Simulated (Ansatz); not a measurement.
Program: Ansatz.

The input (input.yaml):

```yaml
crystal:
  periodic: [false, false, false]
  atoms:
    - { symbol: Ti, position_ang: [-0.613424, -0.954955, -0.4498] }
    - { symbol: C, position_ang: [1.048038, 0.217087, -0.761204] }
    - { symbol: F, position_ang: [-0.288104, -2.497961, -1.21805] }
    - { symbol: F, position_ang: [-0.796627, -1.1054, 1.294327] }
    - { symbol: F, position_ang: [-1.963092, -0.118494, -1.1947] }
    - { symbol: H, position_ang: [-0.685627, 1.97147, 2.428754] }
    - { symbol: H, position_ang: [-0.726171, 1.211887, 2.341281] }
    - { symbol: H, position_ang: [0.88374, 1.204753, -0.278654] }
    - { symbol: H, position_ang: [1.207351, 0.351142, -1.853005] }
    - { symbol: H, position_ang: [1.933917, -0.279531, -0.309048] }
basis:
  gaussian: { orbitals: def2-SVP }
hamiltonian:
  xc: revpbe
  dispersion: d4
neb:
  order_check: false
  images: 8
  f_tol: 0.05
  max_iterations: 8
  climbing: false
  final_atoms:
    - { symbol: Ti, position_ang: [-1.32865583, -1.164576, 0.42473687] }
    - { symbol: C, position_ang: [1.33605017, 1.14956971, -0.45903611] }
    - { symbol: F, position_ang: [0.19253537, -2.00780961, 0.24374438] }
    - { symbol: F, position_ang: [-2.60652612, -2.26424338, 0.87080607] }
    - { symbol: F, position_ang: [-1.77215123, -0.21763967, -0.97728853] }
    - { symbol: H, position_ang: [1.02920094, 1.47162109, 0.55589199] }
    - { symbol: H, position_ang: [-1.17004222, -0.10010808, 1.72907383] }
    - { symbol: H, position_ang: [2.15253206, 1.80596485, -0.81770051] }
    - { symbol: H, position_ang: [0.47290463, 1.22370211, -1.1471826] }
    - { symbol: H, position_ang: [1.69415323, 0.10351697, -0.42314439] }
  initial_path: idpp
  optimiser: quickmin
```

Launched with:

```bash
$ ansatz run input.yaml --threads 2 --pin off --max-ram 3072MiB --backend cpu --events-out ev --progress --plain --runs-dir out
```

**Question.** Does this input run?

**Answer.** The program refused the input.

```
Error: YAML parse error: error: line 37 column 14: unknown variant `quickmin`, expected one of quadratic_models, fire, lbfgs
  --> <input>:37:14
   |
35 |     - { symbol: H, position_ang: [1.69415323, 0.10351697, -0.42314439] }
36 |   initial_path: idpp
37 |   optimiser: quickmin
   |              ^ unknown variant `quickmin`, expected one of quadratic_models, fire, lbfgs
```
